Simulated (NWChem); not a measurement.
System: C$_{2}$H$_{4}$OS; SMILES O=CCS

```xyz
8

O     -0.3943     2.1210    -0.1346
C     -0.2304     1.0316     0.3386
C      0.8595     0.0781    -0.0860
S      0.1796    -1.5453    -0.5509
H     -0.9051     0.6342     1.1427
H      1.6048    -0.0362     0.7178
H      1.3659     0.4875    -0.9718
H     -0.0411    -1.9911     0.7050
```
Atoms are numbered in this order, from 1.

Results from NWChem. Pople sets run with spherical d functions. The geometry was optimised at PBE0/def2-SVP. Core excitations by TDA in a window of 1s orbitals, non-relativistic and unshifted: absolute energies depend strongly on the exact-exchange share.

For level O K edge, B3LYP/6-311G**:

```yaml
first 1s excitation (eV): 516.6
dipole_oscillator_strength_of_the_first: 0.0406
first state with f > 0.002 (eV): 516.6
dipole_oscillator_strength_of_that_state: 0.0406
```

Question: How do the values read with level S K edge, B3LYP/6-311G** instead?

Answer: 
| Quantity | Result |
|---|---|
| first 1s excitation (eV) | 2415.5 |
| dipole oscillator strength of the first | 0.0030 |
| first state with f > 0.002 (eV) | 2415.5 |
| dipole oscillator strength of that state | 0.0030 |
